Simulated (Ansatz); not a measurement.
Job for Ansatz (a quantum-chemistry and plane-wave program): R-CCSD(T)/def2-TZVPP on ClGeHO (SMILES [OH][Ge][Cl]), a point of a torsion scan. The run froze 20 orbitals, filled d shells among them.

Ansatz 0.2 input:
```yaml
crystal:
  periodic: [false, false, false]
  atoms:
    - {symbol: O, position_ang: [-1.02824159, 0.14445753, 0.19088747]}
    - {symbol: Ge, position_ang: [0.46859856, 0.99946689, -0.11496780]}
    - {symbol: Cl, position_ang: [0.74945782, 0.56081507, -2.23904059]}
    - {symbol: H, position_ang: [-1.44065173, -0.63428484, -0.17759312]}
basis:
  gaussian:
    orbitals: def2-TZVPP
magnetization: {spin_polarized: false}
correlation: {method: ccsd_t, electrons: outside_noble_gas}
scf: {lower_state_search: off}
```

Program output:

```
WARN ansatz: RAYON_NUM_THREADS=1 ignored (pool sized by the plan → 1); use --threads N
Functional definition: HF
these checks for a lower state are left out or cut short: stability, starts, cluster_reference, orbital_swaps, neighbouring_geometries, increment
integrals: 0.25 GiB planned
857 factors; integrals over basis functions are off by at most 8.7e-4 eV
mean field: 0.40 GiB planned
mean field evaluation 1: about -71030.5012 eV, gradient 3.9e1 eV
mean field evaluation 2: about -71030.6046 eV, gradient 3.9e1 eV
mean field evaluation 4: about -71033.4261 eV, gradient 2.7e0 eV
mean field evaluation 8: about -71033.4683 eV, gradient 2.6e-1 eV
mean field evaluation 16: about -71033.4689 eV, gradient 1.5e-6 eV
mean field -71033.46892690 eV, -2610.4318348489 hartree, gradient 1.5e-6 eV, S^2 0.000000; 0 other end points of the search recorded, 0 dependent functions left out
20 core orbitals not correlated
reference -71033.46892690 eV, -2610.4318348489 hartree; 9, 9 occupied and 106, 106 virtual orbitals, 857 factors
second order -14.23959361 eV of doubles, -0.00000000 eV of singles
coupled cluster: 0.54 GiB planned
cycle   1  -14.45622396 eV  change   -2.2e-1 eV  update   9.1e-2
cycle   2  -14.79336830 eV  change   -3.4e-1 eV  update   3.0e-2
cycle   3  -14.89106125 eV  change   -9.8e-2 eV  update   1.7e-2
cycle   4  -14.87912318 eV  change    1.2e-2 eV  update   4.6e-3
cycle   5  -14.87596536 eV  change    3.2e-3 eV  update   2.2e-3
cycle   6  -14.87679425 eV  change   -8.3e-4 eV  update   8.0e-4
cycle   7  -14.87650932 eV  change    2.8e-4 eV  update   3.3e-4
cycle   8  -14.87650315 eV  change    6.2e-6 eV  update   9.9e-5
cycle   9  -14.87654464 eV  change   -4.1e-5 eV  update   4.0e-5
cycle  10  -14.87652834 eV  change    1.6e-5 eV  update   1.5e-5
perturbative correction -0.61437436 eV, -0.0225778412 hartree
Total energy: -71048.95982960 eV, -2611.0011150230 hartree
Checks for a lower state left out: stability, starts, cluster_reference, orbital_swaps, neighbouring_geometries, increment
```

The run converged.

Cost: very roughly 14 core-seconds.
